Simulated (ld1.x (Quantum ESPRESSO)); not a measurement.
I: one change to a TM potential, before and after

| Property | Result |
| --- | --- |
| Element | iodine |
| Generator | ld1.x (Quantum ESPRESSO) 7.5 |
| Type | norm-conserving Troullier–Martins (Kleinman–Bylander form) |
| Functional | PW91 |
| Relativity | scalar-relativistic |
| Frozen core | [Kr] |
| Valence charge | 17 |
| Reference configuration | 4d10 5s1.75 5p5.25 |
| Partial waves | 5s (bound): rc 1.30 bohr; 5p (bound): rc 1.45 bohr; 4d (bound): rc 0.85 bohr |
| Local potential | the d channel |
| Core correction | Bessel-smoothed model core, default radius (core density twice the valence density) |

Change: wave 5p (bound): rc 1.45 bohr becomes 5p (bound): rc 2.00 bohr.

Cutoffs: the cutoffs (Ry, on a coarse ladder) from which the occupation-weighted sum of valence levels, in a spherical-Bessel basis at the reference potential, stays within 10 and 1 mRy of its value at 400 Ry; they do not see the model core or the augmentation charge, which bear on the density cutoff. Errors are all-electron minus pseudo energies relative to the spin-unpolarised reference configuration.

What does the change do?

The potential gets neither clearly harder nor softer (180 Ry and 300 Ry → 160 Ry and 300 Ry); both files keep a bound ghost (p, s); of the 7 tests that both files solve, the error grows in 3 and shrinks in 3 by more than 15 % and 0.3 meV (median size 4.3 → 4.4 meV).

| quantity | base | changed |
| --- | --- | --- |
| cutoff, loose | 180 Ry | 160 Ry |
| cutoff, tight | 300 Ry | 300 Ry |
| loose cutoff by channel (10 mRy a level) | s 50 Ry, p 55 Ry, d 110 Ry | s 50 Ry, p 6 Ry, d 110 Ry |
| bound ghosts | s, p | s, p |
| error for 4d10 5s2 5p5, meV [ΔE -2.59 eV] | -0.2 | -0.9 |
| error for 4d10 5s2 5p4, meV [ΔE 8.59 eV] | -3.5 | -4.4 |
| error for 4d10 5s2 5p3, meV [ΔE 28.51 eV] | -11 | -5.7 |
| error for 4d9 5s2 5p5, meV [ΔE 55.71 eV] | -350 | -281 |
| error for 4d10 5s2 5p2, meV [ΔE 57.92 eV] | -18 | -3.3 |
| error for 4d10 5s1 5p6, meV [ΔE 7.85 eV] | -4.3 | -9.8 |
| error for 4d10 5s2 5p5.3, meV [ΔE -4.39 eV] | -0.1 | +0.1 |

 A true bound ghost makes a file unfit for plane-wave use even where its test errors are small: the radial tests pick states by their node count and pass the ghost by.
